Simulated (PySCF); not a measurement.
**Computed spin Hamiltonian**

Compound: C₇H₁₀N (doublet state).
Structure used (GFN2-xTB), in Å, numbered top down from 1:
```
atom  x, y, z in Å
C1    -2.242   -2.418    0.494
C2    -1.438   -1.560    0.207
C3    -0.526   -0.577   -0.139
C4     0.807   -0.674    0.301
N5     1.682    0.216   -0.015
C6     3.016    0.086    0.451
C7    -0.986    0.598   -0.939
C8    -1.574    1.680   -0.025
H9    -2.936   -3.164    0.744
H10    1.067   -1.547    0.919
H11    3.268    0.979    1.029
H12    3.190   -0.808    1.069
H13    3.684    0.066   -0.413
H14   -0.125    1.008   -1.466
H15   -1.747    0.284   -1.658
H16   -2.432    1.294    0.522
H17   -1.892    2.534   -0.618
H18   -0.823    2.009    0.688
```

The hyperfine couplings belong to this conformer and change with its torsions.

Identity: `CCC(=C=[CH])/C=N/C` [radical].

The calculation used UKS B3LYP, pcH-1 on C H N, non-relativistic, mean-field spin-orbit, GIAO (PySCF 2.14.0). The structure is a single GFN2-xTB conformer in the gas phase; no vibrational or solvent corrections. A GFN2-xTB geometry isn't a minimum of the functional, and hyperfine couplings can be far from their values at a DFT geometry. No stability test was run, so a lower SCF solution isn't excluded. ⟨S²⟩ is 0.778 where a pure state has 0.75.

```
g1, g2, g3        : 2.00215, 2.00315, 2.00463
g_iso             : 2.00331
Form of g         : rhombic: the two nearest values differ by 40 % of g3 − g1
⟨S²⟩              : 0.7782 (exact 0.7500)
α and β electrons : 30, 29
Basis functions   : 300
```

Isotropic coupling and dipolar principal values T1 to T3, in MHz:

```
atom  isotope  a_iso     T1     T2    T3  Mulliken spin population
  C1      13C   31.9  -32.4  -24.2  56.6                      0.40
  C2      13C  -50.9  -17.0   -0.4  17.4                     -0.20
  C3      13C   53.4  -48.6  -48.1  96.8                      0.60
  C4      13C  -42.2  -23.4    9.0  14.5                     -0.19
  N5      14N   15.2  -18.0  -17.6  35.6                      0.38
  C6      13C  -15.9   -1.8    0.4   1.4                     -0.03
  C7      13C  -19.2   -1.2    0.1   1.2                     -0.04
  C8      13C   35.7   -3.3   -3.2   6.4                      0.03
  H9       1H  -30.4  -14.4   -1.2  15.6                     -0.02
 H10       1H    7.6   -4.3   -1.0   5.2                      0.00
 H11       1H   57.0   -3.0   -1.9   4.9                      0.02
 H12       1H    0.2   -2.1   -1.9   4.0                      0.00
 H13       1H   54.9   -2.9   -1.9   4.8                      0.02
 H14       1H   14.2   -3.7   -0.9   4.6                      0.01
 H15       1H   24.2   -3.0   -1.9   4.9                      0.01
 H16       1H   -2.2   -3.0   -1.1   4.1                      0.00
 H17       1H    8.2   -1.9   -1.2   3.1                      0.01
 H18       1H   -2.3   -3.0   -0.9   3.9                      0.00
```

The largest Mulliken spin populations are on C3 (+0.60), C1 (+0.40), N5 (+0.38) and C2 (-0.20). Three atoms exceed +0.15. The positive populations add up to 1.48 and the negative ones to -0.48, together 2S = 1. The angles at C3 add up to 360.0°, so it is planar.

The SMILES `[CH]=C=C(/C=N/C)CC` draws the unpaired electron on C1, whose computed spin population is only +0.40.

Axes: g2 points within 6° of the C3–C7 bond.

Under fast tumbling the dipolar parts average out, and these isotropic splittings remain: 3 × 1H (H11/H12/H13, I = 1/2, 4 lines) with 1.33 mT, 1 × 1H (H9, I = 1/2, 2 lines) with 1.09 mT, 2 × 1H (H14/H15, I = 1/2, 3 lines) with 0.68 mT, 1 × 14N (N5, I = 1, 3 lines) with 0.54 mT, 1 × 1H (H10, I = 1/2, 2 lines) with 0.27 mT and 3 × 1H (H16/H17/H18, I = 1/2, 4 lines) with 0.04 mT.

Class means assume fast exchange of nuclei equivalent by connectivity; if that motion is slow, each nucleus keeps its own coupling. The three 1H nuclei of mean +37.3 MHz run from 0.2 to 57.0 MHz in the frozen geometry. The three 1H nuclei of mean +1.2 MHz run from -2.3 to 8.2 MHz in the frozen geometry. The 1H value of +19.2 MHz is a mean of couplings from 14.2 to 24.2 MHz in this one geometry, not an average over conformers.

The 13C coupling of C3 (53.4 MHz) shows only in satellite lines or after enrichment, since that isotope makes up about 1.07 % of natural carbon.
